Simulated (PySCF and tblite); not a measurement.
The numbers below are computed, except where a source is named.
C₆H₉FO, numbered as in [O:1]=[C:2]1[CH2:3][CH2:4][CH2:5][CH2:6][C@@H:7]1[F:8].

Search: ETKDG and KDG, MMFF94s, GFN2-xTB, 90 starts; geometries at PBE0-D3(BJ)/def2-SVP. Energies: PBE0-D3(BJ)/def2-TZVP, with GFN2-xTB thermal terms (modes under about 100 cm⁻¹ blended into free rotors). Symmetry numbers and mirror images are counted. Conformers within 4 kcal/mol (GFN2-xTB free energy) were kept, 5 at most. Of two unlike H on one atom, a is the less shielded (PBE0/pcSseg-1). Run with PySCF (density fitting) and tblite.

An NOE distance is ⟨r⁻⁶⟩^(−1/6) over all pairs of like atoms and, for the average, over conformers.

The 6-ring runs over atoms 2–3–4–5–6–7.

```tsv
conformer	shape	weight %
1	6-ring chair (all substituents equatorial)	57.3
2	6-ring chair (F8 axial)	42.6
3	6-ring twist-boat (ring torsions -33, 63, -28, -33, 64, -28°)	0.1
4	6-ring between boat and twist-boat (ring torsions 56, -39, -18, 61, -45, -12°)	0.1
```

Task: Which H–H contacts under 3.5 Å would NOEs report (pairs on one atom left out) at 298.15 K?

Result: 
```json
{"pair": "H3b ··· H4a", "in 1 (Å)": "2.48", "in 2 (Å)": "2.49", "in 3 (Å)": "2.41", "in 4 (Å)": "2.51", "average (Å)": "2.48"}
{"pair": "H4a ··· H5b", "in 1 (Å)": "2.49", "in 2 (Å)": "2.48", "in 3 (Å)": "2.52", "in 4 (Å)": "2.38", "average (Å)": "2.48"}
{"pair": "H4b ··· H5a", "in 1 (Å)": "2.48", "in 2 (Å)": "2.48", "in 3 (Å)": "2.54", "in 4 (Å)": "2.39", "average (Å)": "2.48"}
{"pair": "H3a ··· H4b", "in 1 (Å)": "2.49", "in 2 (Å)": "2.49", "in 3 (Å)": "2.38", "in 4 (Å)": "2.52", "average (Å)": "2.49"}
{"pair": "H5a ··· H6b", "in 1 (Å)": "2.50", "in 2 (Å)": "2.48", "in 3 (Å)": "2.38", "in 4 (Å)": "2.32", "average (Å)": "2.49"}
{"pair": "H6a ··· H7", "in 1 (Å)": "2.48", "in 2 (Å)": "2.49", "in 3 (Å)": "2.38", "in 4 (Å)": "2.52", "average (Å)": "2.49"}
{"pair": "H5b ··· H6a", "in 1 (Å)": "2.51", "in 2 (Å)": "2.51", "in 3 (Å)": "2.36", "in 4 (Å)": "2.35", "average (Å)": "2.51"}
{"pair": "H4a ··· H5a", "in 1 (Å)": "2.52", "in 2 (Å)": "3.07", "in 3 (Å)": "2.48", "in 4 (Å)": "3.05", "average (Å)": "2.67"}
{"pair": "H5a ··· H6a", "in 1 (Å)": "2.51", "in 2 (Å)": "3.07", "in 3 (Å)": "2.70", "in 4 (Å)": "2.78", "average (Å)": "2.67"}
{"pair": "H3a ··· H4a", "in 1 (Å)": "2.56", "in 2 (Å)": "3.07", "in 3 (Å)": "2.69", "in 4 (Å)": "3.08", "average (Å)": "2.71"}
{"pair": "H4b ··· H5b", "in 1 (Å)": "3.07", "in 2 (Å)": "2.52", "in 3 (Å)": "3.06", "in 4 (Å)": "2.60", "average (Å)": "2.74"}
{"pair": "H6b ··· H7", "in 1 (Å)": "3.06", "in 2 (Å)": "2.52", "in 3 (Å)": "2.64", "in 4 (Å)": "3.05", "average (Å)": "2.74"}
{"pair": "H5b ··· H6b", "in 1 (Å)": "3.08", "in 2 (Å)": "2.52", "in 3 (Å)": "3.05", "in 4 (Å)": "3.00", "average (Å)": "2.75"}
{"pair": "H3b ··· H4b", "in 1 (Å)": "3.07", "in 2 (Å)": "2.56", "in 3 (Å)": "3.07", "in 4 (Å)": "2.54", "average (Å)": "2.77"}
{"pair": "H4b ··· H6b", "in 1 (Å)": "2.61", "in 2 (Å)": "4.33", "in 3 (Å)": "2.90", "in 4 (Å)": "3.98", "average (Å)": "2.85"}
{"pair": "H5b ··· H7", "in 1 (Å)": "2.61", "in 2 (Å)": "4.33", "in 3 (Å)": "3.86", "in 4 (Å)": "3.08", "average (Å)": "2.85"}
{"pair": "H3b ··· H5b", "in 1 (Å)": "2.65", "in 2 (Å)": "4.34", "in 3 (Å)": "2.81", "in 4 (Å)": "4.32", "average (Å)": "2.89"}
{"pair": "H3b ··· H7", "in 1 (Å)": "2.65", "in 2 (Å)": "4.28", "in 3 (Å)": "4.23", "in 4 (Å)": "3.52", "average (Å)": "2.89"}
{"pair": "H3a ··· H5a", "in 1 (Å)": "4.34", "in 2 (Å)": "2.66", "in 3 (Å)": "4.31", "in 4 (Å)": "2.85", "average (Å)": "3.03"}
{"pair": "H4a ··· H6a", "in 1 (Å)": "4.33", "in 2 (Å)": "2.66", "in 3 (Å)": "4.30", "in 4 (Å)": "3.66", "average (Å)": "3.03"}
```

Longer pairs under the limit may be missing.
